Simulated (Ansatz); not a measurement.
```
atom   x (Å)   y (Å)    z (Å)
   O  0.0000  0.0000  -1.0666
   C  0.0000  0.0000   0.0000
   O  0.0000  0.0000   1.0666
```

Basis set: 6-31G* (spherical functions). Left uncorrelated: 3 orbitals. Charge 0, multiplicity 1.

Computed with Ansatz (development build ahead of 0.2.0); each method stands on the lowest determinant of its kind that the runs found. Restricted open shells among the atoms or ions are ROHF, correlated in semicanonical orbitals with singles.

Task: Give the atomization energy at this shape (free ground-state atoms in the same class of orbitals less the molecule, no zero-point energy) of singlet CO2 by RHF-MP2, RHF.

Result:

```tsv
method	atomization energy
RHF-MP2	14.91 eV
RHF	9.93 eV
```

Caution: no unrestricted run beside it, a lower state can exist; the shape is not the minimum.
